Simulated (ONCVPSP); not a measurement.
Plane-wave convergence, ONCV potential for Cs

```json
{
 "Element": "caesium (Cs)",
 "Generator": "ONCVPSP 4.0.1",
 "Type": "optimised norm-conserving Vanderbilt (ONCV)",
 "Functional": "PBE",
 "Relativity": "scalar-relativistic",
 "Frozen core": "[Kr] 4d10",
 "Valence charge": "9",
 "Reference configuration": "5s2 5p6 (charge +1)",
 "Partial waves": "5s: rc 2.25 bohr, ncon 3, nbas 7, qcut 5.4 1/bohr, 3 projectors, debl 1.3 Ha; 5p: rc 3.20 bohr, ncon 5, nbas 9, qcut 3.6 1/bohr, 1 projector; d scattering state at 0.02 Ha: rc 3.45 bohr, ncon 4, nbas 7, qcut 3 1/bohr, 2 projectors, debl 2.6 Ha",
 "Local potential": "polynomial inside 1.90 bohr (lpopt 3, dvloc0 0 Ha)",
 "Core correction": "none"
}
```

In the d channel the program set the typed energies aside and used 0.050, 2.650 Ha.

For each optimised wave give the share of its norm inside rc, the residual kinetic energy above qcut (Ha) and the cutoffs (Ha) for errors of 10, 1, 0.1 and 0.01 mHa per electron.

```
         wave  norm inside rc  residual KE  10 mHa  1 mHa  0.1 mHa  0.01 mHa
           5s           0.827      9.4e-07     7.2    9.6     11.4      13.2
s projector 2           0.140      2.5e-06     7.2   10.0     12.1      13.8
s projector 3           0.134      1.5e-05     8.3   11.0     13.2      15.1
           5p           0.922      7.5e-06     2.9    3.8      4.8       6.0
d projector 1           0.194      1.5e-04     2.5    3.6      5.3      12.7
d projector 2           0.161      5.0e-02     5.3   10.7     18.1      20.4
```

The occupied waves need 9.6 Ha and 11 Ha for 1 and 0.1 mHa.
